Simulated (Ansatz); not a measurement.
Two members of one family ([Ln(NH3)6]3+), computed with Ansatz in the gas phase; def2 core potentials for Nd, Sm, no spin–orbit coupling. The two geometries come from different levels. HOMO and LUMO are taken over both spins. With an open 4f shell the SCF may have ended above the lowest state. The structures are stationary points that may keep the symmetry of their start. Remarks come from the PBE and PBE0 runs and from stability tests at other levels; not every state was tested.

First: [Nd(NH3)6]3+ (quartet, charge 3, r2SCAN-D4/def2-SVP geometry).

```xyz
25

Nd    0.0007    0.0013    0.0011
N    -0.6452    0.1930    2.5082
H    -1.1883    1.0311    2.7620
H     0.1461    0.2251    3.1677
H    -1.2215   -0.5758    2.8798
N     0.6431   -0.2127   -2.5051
H     1.2318   -1.0245   -2.7434
H     1.1735    0.5784   -2.8993
H    -0.1478   -0.3046   -3.1588
N    -0.1432    2.5833   -0.2273
H    -1.0605    2.9501   -0.5206
H     0.5018    3.0081   -0.9103
H     0.0522    3.1164    0.6331
N     0.1490   -2.5825    0.2080
H    -0.1827   -3.1119   -0.6114
H    -0.3870   -2.9991    0.9829
H     1.0964   -2.9600    0.3567
N    -2.5164   -0.1906   -0.6048
H    -3.1700    0.1223    0.1278
H    -2.8480   -1.1430   -0.8160
H    -2.8213    0.3467   -1.4287
N     2.5128    0.2093    0.6220
H     3.1738   -0.0384   -0.1293
H     2.8286   -0.3751    1.4090
H     2.8223    1.1533    0.8967
```

| level | HOMO (eV) | LUMO (eV) | gap (eV) |
| --- | --- | --- | --- |
| PBE-D4/def2-SVP | -18.22 | -16.80 | 1.42 |
| PBE-D4/def2-TZVP | -18.28 | -16.86 | 1.42 |
| r2SCAN-D4/def2-TZVP | -19.14 | -16.23 | 2.92 |
| PBE0-D4/def2-SVP | -21.01 | -14.60 | 6.40 |
| PBE0-D4/def2-TZVP | -21.04 | -14.56 | 6.48 |

Metal–donor distances: 6 × N 2.60 Å.

Second: [Sm(NH3)6]3+ (sextet, charge 3, PBE-D4/def2-SVP geometry).

```xyz
25

Sm    0.0013    0.0003    0.0006
N    -2.2881   -1.0257    0.6895
H    -3.0973   -0.3784    0.6510
H    -2.3141   -1.3818    1.6649
H    -2.6078   -1.8384    0.1302
N     2.2964    1.0080   -0.6982
H     3.1093    0.3702   -0.6111
H     2.5987    1.8512   -0.1753
H     2.3392    1.3151   -1.6891
N    -0.8496    2.3349    0.6336
H    -1.3440    2.8359   -0.1288
H    -0.1104    3.0001    0.9289
H    -1.5257    2.3492    1.4210
N     0.8654   -2.3287   -0.6397
H     1.4452   -2.3504   -1.4992
H     0.1241   -3.0318   -0.8212
H     1.4651   -2.7798    0.0773
N    -1.1637    0.1912   -2.3197
H    -2.1999    0.2054   -2.3102
H    -0.9419   -0.5778   -2.9798
H    -0.9182    1.0436   -2.8589
N     1.1407   -0.1802    2.3340
H     2.1715   -0.0696    2.3507
H     0.9889   -1.0830    2.8224
H     0.8150    0.5206    3.0271
```

Question: Estimate how these quantities change from the first to the second (second minus first).

Answer: 
```
              level  Δ HOMO (eV)  Δ LUMO (eV)  Δ gap (eV)
    PBE-D4/def2-SVP        -0.49        -1.24       -0.75
   PBE-D4/def2-TZVP        -0.50        -1.24       -0.74
r2SCAN-D4/def2-TZVP        -0.37        -1.64       -1.27
   PBE0-D4/def2-SVP         0.01        -1.82       -1.83
  PBE0-D4/def2-TZVP         0.03        -1.78       -1.81
```

Metal–donor distances: 6 × N 2.56 to 2.60 Å. Remarks: spin-contaminated (⟨S²⟩ up to 8.87).
